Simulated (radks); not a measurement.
The mean radii <r> (bohr) of the occupied orbitals of an atom or ion are listed with their occupations. All-electron calculation, Dirac Kohn-Sham, B86b exchange with PBE correlation, spin-unpolarised, spherical densities, point nucleus. Program: a radial shooting solver on a logarithmic mesh with Libxc functionals.

orbital      occ.      <r>
1s1/2           2  0.02722
2s1/2           2   0.1167
2p1/2           2  0.09846
2p3/2           4   0.1041
3s1/2           2   0.3137
3p1/2           2   0.3040
3p3/2           4   0.3155
3d3/2           4   0.2864
3d5/2           6   0.2901
4s1/2           2   0.7395
4p1/2           2   0.7720
4p3/2           4   0.8000
4d3/2           4   0.9093
4d5/2           6   0.9203
5s1/2           2    1.830
5p1/2    0.666667    2.065
5p3/2     1.33333    2.135

Name the element and its charge. Open shells, if any, are shared by 2j + 1.

Answer. Z = 53, iodine, charge +3: I3+ in [Kr] 4d10 5s2 5p2. The 1s radius gives Z: for a bare nucleus <r> = (2 gamma + 1)/(2Z) with gamma = sqrt(1 - (Z/c)^2), 0.02683 bohr for Z = 53, and screening makes it slightly larger (0.02722 here). The occupations add up to 50, and the charge is Z minus that.
